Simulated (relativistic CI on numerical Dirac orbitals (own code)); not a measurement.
# Hyperfine structure of Se6+, mass number 79

Calculated at this level of theory: Dirac-Coulomb-Breit CI, KLI orbitals optimised for each configuration, model QED, unscaled Slater integrals (own radial code, finite nucleus).

Configurations in the expansion (outside the closed core [Ne] 3s2): 3p6 3d10, 3p6 3d9 4s, 3p6 3d9 4p, 3p6 3d9 4d, 3p6 3d9 5s, 3p6 3d9 5p, 3p6 3d9 4f, 3p6 3d8 4s2, 3p6 3d9 5d, 3p6 3d9 5f, 3p6 3d9 5g, 3p6 3d8 4s 4p, 3p6 3d8 4p2, 3p6 3d8 4s 4d, 3p5 3d10 4s, 3p6 3d8 4p 4d. Levels of other configurations are missing.

Nuclear spin I = 7/2, μ = -1.018 μN, Q = 0.8 b (tables of Stone and Pyykkö). The electronic factors are computed for point nuclear moments, without core polarisation or the Bohr-Weisskopf and QED corrections.

```csv
Level,E (cm⁻¹),A (MHz),B (MHz)
3p6 3d9 4s 3D_3,432025,-1710,-2260
3p6 3d9 4s 3D_2,434462,315.9,-1370
3p6 3d9 4s 3D_1,438963,857.9,-815
3p6 3d9 4s 1D_2,442793,-2193,-2060
3p6 3d9 4p 3P°_2,548055,-154.2,-750
3p6 3d9 4p 3F°_3,554393,-683.8,-1250
3p6 3d9 4p 3P°_1,554846,-436.9,204
3p6 3d9 4p 3F°_4,558564,-392.9,-326
```

Levels with J = 0, under 50 % of one LS term, or S terms without an open s electron are left out. Small factors come from cancelling terms and can be off by tens of per cent or more.

At this charge configurations can still be misplaced by up to about 7 % of their energy. 5 of the 6 excited levels that our extract of the measured tables holds in this range could be paired (the sources list more); they are missed by 11039 cm⁻¹ on average and 21646 at most, and levels without a partner can miss by more.

(1) Give the hyperfine levels of 3p6 3d9 4s 3D_3 relative to its centre of gravity.

Results:

(1) With K = F(F + 1) − I(I + 1) − J(J + 1), E = AK/2 + B[¾K(K + 1) − I(I + 1)J(J + 1)]/[2I(2I − 1)J(2J − 1)]: F = 1/2: 21870, F = 3/2: 19710, F = 5/2: 16000, F = 7/2: 10580, F = 9/2: 3225, F = 11/2: -6355, F = 13/2: -18510 MHz.

LS names give the leading component of a level, which can be under half, so a name can repeat, a term be missing and a line seem to break the LS rules.
